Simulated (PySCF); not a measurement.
**Excitation energy of Sn⁺ by level of theory**

Sn⁺ [Kr] 4d10 5s2 5p1 (2P) → Sn⁺ [Kr] 4d10 5s1 5p2, s spin flipped, as a difference of total energies. All numbers are calculated (PySCF 2.14, the spin-free X2C one-electron Hamiltonian (Gaussian nucleus), in x2c-TZVPPall). Correlated levels: valence and next inner shell: [Ar] 3d10 frozen. The calculations carry no spin-orbit coupling.

| method | excitation energy (cm⁻¹) |
| --- | --- |
| UHF | 67211 |
| MP2 (valence and next inner shell) | 63696 |
| SCS-MP2 (valence and next inner shell) | 63289 |

The upper determinant mixes two multiplicities, so it lies between the two terms.

The coupled-cluster amplitudes are large for the upper state (T1 above 0.03 or a double amplitude above 0.15), so a single reference is strained.
